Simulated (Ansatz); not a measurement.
Consider the substitution at a C–O bond: `CCOBO` + `[CH3][In]([OH])[Cl]` → `CC[O][In]([CH3])[Cl]` + `OBO`.

Computed with Ansatz on PBE0-D4/def2-TZVP structures; ΔE is electronic, products minus reactants. CBS: MP2 limit from def2 TZ/QZ plus the TZ coupled-cluster correction, frozen cores. This one scheme is used for every species. Functionals use def2-TZVPP. B3LYP here is the variant with VWN-RPA as its local correlation; programs differ in this. Elements past krypton have def2 core potentials. For In outer-core shells are correlated without core-valence functions, which leaves a few kJ/mol of doubt a bond. One conformer a species, not always the lowest.

| level | ΔE (kcal/mol) | difference from CCSD(T)/CBS |
| --- | --- | --- |
| PBE-D4 | -1.2 | -0.1 |
| r2SCAN-D4 | -1.1 | 0.0 |
| PBE0-D4 | -0.9 | 0.2 |
| B3LYP-D4 | -1.1 | 0.0 |
| ωB97X-V | -0.6 | 0.5 |
| PBE | -0.4 | 0.7 |
| PBE0 | -0.2 | 0.9 |
| HF/def2-TZVPP | 0.6 | 1.7 |
| MP2/def2-TZVPP | -1.2 | -0.1 |
| SCS-MP2/def2-TZVPP | -0.7 | 0.4 |
| CCSD/def2-TZVPP | -0.8 | 0.3 |
| CCSD(T)/def2-TZVPP | -1.1 | 0.0 |
| HF/def2-QZVPP | 0.7 | 1.8 |
| MP2/def2-QZVPP | -1.2 | -0.1 |
| MP2/CBS(def2) | -1.2 | -0.1 |
| CCSD/CBS(def2) | -0.8 | 0.3 |
| CCSD(T)/CBS | -1.1 | 0 |

Largest T1 diagnostic among the species: 0.014.

In def2-TZVPP, CCSD(T) changes the Hartree–Fock value by −1.7 kcal/mol (the triples alone add −0.3 kcal/mol) and MP2 by −1.8 kcal/mol. The D4 term adds −1.3 kcal/mol with B3LYP and −0.7 kcal/mol with PBE0; it sums over pairs of atoms, weighted by their polarisabilities, and B3LYP, whose exchange is more repulsive, gets the larger term.
